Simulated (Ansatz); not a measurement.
`C[O][SnH3]` + `O=CO` → `O=C[O][SnH3]` + CH₃OH at 600 K and 1 bar (ligand exchange at the Sn–O bond).

Program: Ansatz. Geometries: PBE0-D4/def2-TZVP. ΔE: electronic, gas phase. CBS: MP2 limit from def2 TZ/QZ plus the TZ coupled-cluster correction, frozen cores. This one scheme is used for every species. def2 core potentials past Kr. For Sn outer-core shells are correlated without core-valence functions, which leaves a few kJ/mol of doubt a bond. One conformer a species, not always the lowest.

```tsv
species	CCSD(T)/CBS energy (Eh)	H − E (kJ/mol)	S (J/(mol·K))
`C[O][SnH3]`	-330.83288	212.2	399.2
`O=CO`	-189.60296	117.0	286.2
`O=C[O][SnH3]`	-404.83174	166.7	399.3
CH₃OH	-115.61712	163.6	277.3
```

H − E and S are ideal-gas, rigid-rotor, harmonic terms from PBE0-D4/def2-TZVP, for one conformer and one mirror image of each species. 1 Eh = 2625.50 kJ/mol, R = 8.31446 J/(mol·K).

**Question.** By hand: ΔE, ΔH, ΔS and ΔG.

**Answer.** ΔE = (-404.83174) + (-115.61712) − (-330.83288) − (-189.60296) = -0.01302 Eh = -34.2 kJ/mol. Δ(H − E) = 166.7 + 163.6 − 212.2 − 117.0 = 1.1, so ΔH = -33.1 kJ/mol. ΔS = 399.3 + 277.3 − 399.2 − 286.2 = -8.8 J/(mol·K). ΔG = -33.1 − 600 × (-8.8)/1000 = -27.8 kJ/mol.

**Question.** By hand: the equilibrium constant, and the temperature at which ΔG would vanish if ΔH and ΔS stayed fixed.

**Answer.** log₁₀ K = −ΔG/(RT ln 10) = 2.4. ΔG = 0 at ΔH/ΔS = 3761 K, far beyond where these terms or the molecules hold.

The number of gas molecules stays the same, so ΔS is small and ΔH decides. A doubt of 5 kJ/mol in ΔE shifts log₁₀ K by 0.4 here. Other conformers and mirror images would add mixing entropy, several J/(mol·K) or more a flexible species. These are equilibria of isolated gas molecules and say nothing of rates. Largest T1 diagnostic: 0.017 (customary marks: 0.02 for closed shells, 0.045 for open ones).
